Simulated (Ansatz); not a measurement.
A structure relaxed at r2SCAN-D4/def2-SVP in Ansatz, charge 0, singlet:

```xyz
30

C    -3.0990   -0.9099   -5.2357
C    -2.0343   -1.5936   -5.7591
O    -1.0171   -1.6467   -4.8605
C    -1.4303   -0.9883   -3.7413
C    -0.5042   -0.9206   -2.6531
C     0.7799   -1.3977   -2.4761
C     1.1753   -1.0077   -1.1695
C     0.1069   -0.3164   -0.6297
C    -0.1091    0.3168    0.6307
C    -1.1774    1.0075    1.1714
C    -0.7813    1.3970    2.4780
C     0.5033    0.9208    2.6538
C     1.4304    0.9885    3.7411
C     2.7134    0.5131    3.9188
C     3.1010    0.9103    5.2334
C     2.0366    1.5931    5.7585
O     1.0182    1.6462    4.8611
O     0.9142    0.2634    1.5320
O    -0.9156   -0.2626   -1.5317
C    -2.7128   -0.5122   -3.9208
H    -4.0478   -0.7139   -5.7326
H    -1.8478   -2.0830   -6.7118
H     1.3536   -1.9595   -3.2103
H     2.1223   -1.2015   -0.6701
H    -2.1249    1.2008    0.6729
H    -1.3549    1.9582    3.2128
H     3.2918   -0.0490    3.1884
H     4.0505    0.7146    5.7291
H     1.8509    2.0818    6.7117
H    -3.2917    0.0505   -3.1914
```

(1) Give its formula, name or SMILES and point group.

(2) Summarise the bond lengths by kind (pairs closer than 1.2 times the sum of covalent radii, bridged metal pairs left out).

Results:

(1) `c1coc(-c2ccc(-c3ccc(-c4ccco4)o3)o2)c1`. Point group C2h (tolerance 0.1 Å).

(2) 15 × C–C 1.37 to 1.43 Å; 8 × C–O 1.36 Å; 10 × C–H 1.09 Å.
